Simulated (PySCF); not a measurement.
How methods differ on the ionisation energy of Sr¹⁴⁺

Sr¹⁴⁺ [Ar] 3d6 [3d3/2^4 3d5/2^2, M_J = 4] → Sr¹⁵⁺ [Ar] 3d5 [3d3/2^4 3d5/2^1, M_J = 5/2], as a difference of total energies. Calculation: PySCF 2.14, in an uncontracted even-tempered set (17 s from 1.2 bohr⁻², ratio 2.8; 12 p from 1.5 bohr⁻², ratio 2.8; 8 d from 1.5 bohr⁻², ratio 2.8; 4 f from 6.7 bohr⁻², ratio 3); the two-component X2C-1e Hamiltonian. Correlated levels: [Ne] frozen; the 76 highest virtual spinors dropped. "Screened" scales the spin-orbit matrix elements by Boettger's factors to mimic the two-electron term; Breit and QED terms are absent.

| method | ionisation energy (eV) |
| --- | --- |
| GHF (spin-free) | 499.26 |
| GMP2 (spin-free) | 500.51 |
| GHF (screened spin-orbit) | 500.10 |
| GMP2 (screened spin-orbit) | 501.35 |

Problem. How much does correlation contribute at GMP2 (screened spin-orbit)?

Solution. 501.35 − (500.10) = 1.25 eV, measured against GHF (screened spin-orbit).

Breit and QED terms and the two-electron picture change are absent.

The spin-free rows relax to the high-spin LS determinant and lack the spin-orbit shift.

The labels give the starting determinants; with spin-orbit coupling the two ends relaxed to ⟨J²⟩ = 20.01, ⟨L²⟩ = 6.21, ⟨S²⟩ = 5.87 and ⟨J²⟩ = 8.75, ⟨L²⟩ = 0.05, ⟨S²⟩ = 8.63.

For comparison: 499 ± 3 eV (theoretical estimate listed by NIST; NIST Atomic Spectra Database, ionization energies).
